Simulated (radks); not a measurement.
Task: The table gives one normalised radial function P(r) = r R(r) (large component) of Lu43+ in [Ar] 3d10 (r in bohr). Calculated with a radial shooting solver on a logarithmic mesh with Libxc functionals: Dirac Kohn-Sham, PBE, spin-unpolarised, spherical densities, finite nucleus; Fermi nuclear charge, rms radius 5.37 fm.

| r | P |
|---|---|
| 0.001142 | 0.0065 |
| 0.001277 | 0.0080 |
| 0.00144 | 0.0100 |
| 0.001624 | 0.0126 |
| 0.001831 | 0.0157 |
| 0.002064 | 0.0197 |
| 0.002327 | 0.0246 |
| 0.002624 | 0.0307 |
| 0.002958 | 0.0382 |
| 0.003336 | 0.0475 |
| 0.003731 | 0.0582 |
| 0.004207 | 0.0721 |
| 0.004743 | 0.0892 |
| 0.005348 | 0.1100 |
| 0.006029 | 0.1354 |
| 0.006798 | 0.1660 |
| 0.007665 | 0.2028 |
| 0.008642 | 0.2468 |
| 0.009744 | 0.2989 |
| 0.0109 | 0.3558 |
| 0.01229 | 0.4264 |
| 0.01385 | 0.5075 |
| 0.01562 | 0.5994 |
| 0.01761 | 0.7017 |
| 0.01986 | 0.8133 |
| 0.02239 | 0.9317 |
| 0.02525 | 1.0530 |
| 0.02846 | 1.1715 |
| 0.03184 | 1.2726 |
| 0.0359 | 1.3612 |
| 0.04047 | 1.4175 |
| 0.04563 | 1.4275 |
| 0.05145 | 1.3766 |
| 0.05801 | 1.2507 |
| 0.06541 | 1.0388 |
| 0.07375 | 0.7355 |
| 0.08315 | 0.3437 |
| 0.093 | -0.0896 |
| 0.1049 | -0.6016 |
| 0.1182 | -1.1261 |
| 0.1333 | -1.6163 |
| 0.1503 | -2.0217 |
| 0.1695 | -2.2966 |
| 0.1911 | -2.4092 |
| 0.2154 | -2.3494 |
| 0.2429 | -2.1331 |
| 0.2717 | -1.8247 |
| 0.3063 | -1.4327 |
| 0.3454 | -1.0356 |
| 0.3894 | -0.6840 |
| 0.4391 | -0.4089 |
| 0.495 | -0.2187 |
| 0.5582 | -0.1032 |
| 0.6293 | -0.0424 |
| 0.7096 | -0.0149 |
| 0.7936 | -0.0048 |
| 0.8948 | -0.0012 |
| 1.009 | -0.0002 |
| 1.138 | 0.0000 |
| 1.283 | 0.0000 |

Which n and l does it have? It may be an empty orbital.

Result: n = 3, l = 1: the number of nodes gives n - l - 1 = 1, the rise at small r points to l (this Dirac orbital starts outside the nucleus as r^gamma with gamma = sqrt((l + 1)^2 - (Z/c)^2) = 1.93; the j = 3/2 orbital of l + 1 starts with the same power, but with a smaller coefficient, and then steepens), and the extent must fit the shell. The curve is that of 3p3/2; the two j differ most near the nucleus, where j = l - 1/2 has the larger amplitude, and in heavy atoms j = l - 1/2 is also the more compact. 3p3/2: eigenvalue -3930.3 eV, 1 radial node at r = 0.0910 bohr, <r> = 0.211 bohr, 90 % of the charge inside 0.314 bohr.
